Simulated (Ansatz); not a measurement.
C6H14O2Sn, SMILES `CC(C)[O][Sn][O]C(C)C`, relaxed with RKS PBE-D4/def2-SVP in Ansatz from a rough embedded geometry. The force threshold is 0.03 eV/Å; the program also tests the step.

Charge 0, multiplicity 1. Sn: def2 effective core potential.

Start:

```xyz
23

C    -2.448    2.639    0.139
C    -1.689    1.447    0.616
C    -0.251    1.876    0.799
O    -1.744    0.420   -0.263
Sn   -1.533   -1.338    0.566
O     0.400   -1.737    0.830
C     1.107   -1.559   -0.372
C     2.537   -1.145   -0.050
C     1.077   -2.906   -1.193
H    -2.480    3.438    0.856
H    -2.110    2.975   -0.864
H    -3.561    2.304   -0.008
H    -2.176    1.142    1.568
H    -0.188    2.711    1.499
H     0.363    1.035    1.266
H     0.215    2.116   -0.124
H     0.635   -0.747   -0.987
H     3.030   -1.955    0.507
H     3.115   -0.997   -1.037
H     2.514   -0.224    0.453
H     0.010   -3.124   -1.482
H     1.681   -2.711   -2.142
H     1.495   -3.659   -0.577
```

Problem. How much energy does the relaxation release, and in how many steps? (An estimate is asked.)

Solution. The calculation gave: 131.59 kJ/mol, in 15 steps.

Problem. Which bonds change most? (Estimate.)

Solution. Computed: O4–Sn5 from 1.956 to 2.046 Å; C2–O4 from 1.353 to 1.420 Å; C1–H12 from 1.171 to 1.109 Å; C8–H20 from 1.051 to 1.108 Å.

Problem. Give the relaxed structure. (Estimate.)

Solution. Ansatz gave: 
```xyz
23

C    -2.224    2.119   -0.191
C    -1.338    1.699    0.984
C    -0.243    2.726    1.278
O    -0.726    0.452    0.688
Sn   -1.230   -1.321    1.575
O    -0.002   -2.391    0.382
C     0.821   -1.860   -0.661
C     2.129   -1.327   -0.072
C     1.045   -2.972   -1.685
H    -2.709    3.100   -0.007
H    -1.616    2.194   -1.116
H    -3.019    1.366   -0.368
H    -1.991    1.621    1.895
H    -0.672    3.721    1.514
H     0.375    2.397    2.136
H     0.423    2.829    0.396
H     0.301   -1.005   -1.154
H     2.647   -2.124    0.500
H     2.811   -0.968   -0.871
H     1.920   -0.474    0.605
H     0.076   -3.334   -2.082
H     1.661   -2.616   -2.535
H     1.561   -3.832   -1.210
```
